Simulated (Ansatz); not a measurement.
Reaction (silylene formation by 1,1-elimination): `CO[Si](O)(Cl)Cl` → Cl₂ + `CO[Si]O`

Program: Ansatz. Geometries: PBE0-D4/def2-TZVP. ΔE: electronic, gas phase. CCSD(T)/CBS adds triple-zeta CCSD(T) − MP2 to the extrapolated MP2 energy (def2 sets, frozen cores). This one scheme is used for every species. Functionals use def2-TZVPP. One conformer a species, not always the lowest.

```csv
level,ΔE (kJ/mol),difference from CCSD(T)/CBS
PBE-D4,488.8,-31.1
r2SCAN-D4,536.9,17.0
PBE0-D4,522.1,2.2
ωB97X-V,525.7,5.8
ωB97M-V,511.1,-8.8
PBE,475.3,-44.6
r2SCAN,533.5,13.6
PBE0,510.3,-9.6
MP2/def2-TZVPP,547.0,27.1
SCS-MP2/def2-TZVPP,526.3,6.4
CCSD/def2-TZVPP,518.0,-1.9
HF/def2-QZVPP,531.3,11.4
MP2/def2-QZVPP,548.4,28.5
SCS-MP2/def2-QZVPP,529.0,9.1
HF/CBS(def2),530.9,11.0
CCSD/CBS(def2),522.0,2.1
CCSD(T)/CBS,519.9,0
```

Largest T1 diagnostic among the species: 0.014.

The D4 term adds +21.7 kJ/mol with B3LYP and +11.8 kJ/mol with PBE0; it sums over pairs of atoms, weighted by their polarisabilities, and B3LYP, whose exchange is more repulsive, gets the larger term. From PBE to PBE0 (25 % exact exchange), in def2-TZVPP and without D4, ΔE moves by +35.0 kJ/mol.

B3LYP here is the variant with VWN-RPA as its local correlation; programs differ in this.
